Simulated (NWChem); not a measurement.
# C$_{4}$H$_{3}$S, doublet; SMILES c1cs[c]c1

```xyz
8

C      1.2456    -0.0388     0.0000
C      0.7475    -1.3015     0.0000
C     -0.6856    -1.2468     0.0000
C     -1.1797     0.0306     0.0000
S      0.0899     1.2086     0.0000
H      1.3380    -2.2184     0.0000
H     -1.3229    -2.1334     0.0000
H     -2.2207     0.3535     0.0000
```
Atoms are numbered in this order, from 1.

Program: NWChem. Spin-unrestricted. In the optimisation the excess spin sits in a' (Cs, its own frame). Geometry: optimised at PBE0/def2-SVP, spin-unrestricted. No stability test was run on the SCF state. Vertical excitations in the gas phase; the lowest state need not have the same character in each row. Excited states of an open shell can be spin-contaminated.

```tsv
level	lowest excitation (eV)	oscillator strength of that lowest state	lowest empty minus highest occupied level, either spin (eV)
PBE/def2-SVP, TDA	1.46	0.001	(withheld)
B3LYP/def2-SVP, TDA	1.50	0.001	3.24
LDA (Slater exchange, VWN5)/def2-SVP, TDA	1.21	0.001	1.23
```

Task: Fill in the missing entries.

Result: 
- PBE/def2-SVP, TDA, lowest empty minus highest occupied level, either spin (eV): 1.64
